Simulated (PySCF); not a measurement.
C₃H₃N₂, SMILES [N]1C=CC=N1, multiplicity 2. Atoms are numbered in the order given.

```xyz
8

C      0.0000     0.0000    -1.1451
C      0.0000     1.1190    -0.2896
N      0.0000     0.6167     0.9684
N      0.0000    -0.6167     0.9684
C      0.0000    -1.1190    -0.2896
H      0.0000     0.0000    -2.2349
H      0.0000     2.1883    -0.4881
H      0.0000    -2.1883    -0.4881
```
Charge 0, spin multiplicity 2.

Coordinates come from a ωB97X-D3(BJ)/def2-SVP optimisation. The isomer is the one that the SMILES or the coordinates give; other isomers of the formula were not compared.

The numbers are results of r2SCAN/def2-TZVP run with PySCF, not measurements.

* **total energy**: -225.47652 hartree
* **point group**: C2v
* **α spin, highest occupied and lowest empty level**: -6.63 and -0.45 eV
* **β spin, highest occupied and lowest empty level**: -6.44 and -5.63 eV
* **dipole moment**: 1.47 D
* **quadrupole, principal values (traceless, Buckingham form, about the centre of nuclear charge)**: -4.64, -0.54, 5.17 D·Å
* **mean static polarisability**: 45.1 bohr³ (6.69 Å³)
* **polarisability, principal values**: 30.5, 47.6, 57.3 bohr³
* **⟨S²⟩**: 0.757 (pure state 0.75)
